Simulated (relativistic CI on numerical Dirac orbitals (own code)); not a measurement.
Method of calculation: Dirac-Coulomb-Breit CI, KLI orbitals optimised for each configuration, QED by a radiative potential, unscaled Slater integrals (own radial code, finite nucleus).

Configurations in the expansion (outside the closed core 1s2): 2s2, 2s.2p, 2p2, 2p.3s, 2p.3p, 2s.3s, 2s.3p, 2s.3d, 2s.4s, 2s.4p, 2s.4d, 2s.4f, 2s.5s, 2s.5p, 2s.5d, 2s.5f, 2s.5g, 3s2, 3s.3p, 3p2. Levels of other configurations are missing.

At this charge energies of transitions that change n are usually good to better than 1 %, and those within a shell (Δn = 0) to a few per cent.

Outline of the computed level scheme of S XIII. Lowest level of each configuration: 2s2 1S_0 at 0.000 eV; 2s.2p 3P°_0 at 24.839 eV; 2p2 3P_0 at 65.235 eV; 2s.3s 3S_1 at 373.165 eV; 2s.3p 1P°_1 at 384.965 eV; 2s.3d 3D_1 at 391.469 eV; 2p.3s 3P°_0 at 404.633 eV; 2p.3p 1P_1 at 411.742 eV; 2s.4s 3S_1 at 499.347 eV.

Some strong electric-dipole decays among the lowest 36 levels: 2s.3d 3D_3 → 2s.2p 3P°_2 (2.6e+12 s⁻¹); 2s.3d 3D_2 → 2s.2p 3P°_1 (1.9e+12 s⁻¹); 2s.3d 1D_2 → 2s.2p 1P°_1 (1.8e+12 s⁻¹); 2s.3d 3D_1 → 2s.2p 3P°_0 (1.4e+12 s⁻¹); 2p.3p 1D_2 → 2s.2p 1P°_1 (1.1e+12 s⁻¹); 2s.3d 3D_1 → 2s.2p 3P°_1 (1.1e+12 s⁻¹); 2s.3p 1P°_1 → 2s2 1S_0 (1.0e+12 s⁻¹); 2p.3p 1S_0 → 2s.2p 1P°_1 (8.4e+11 s⁻¹).
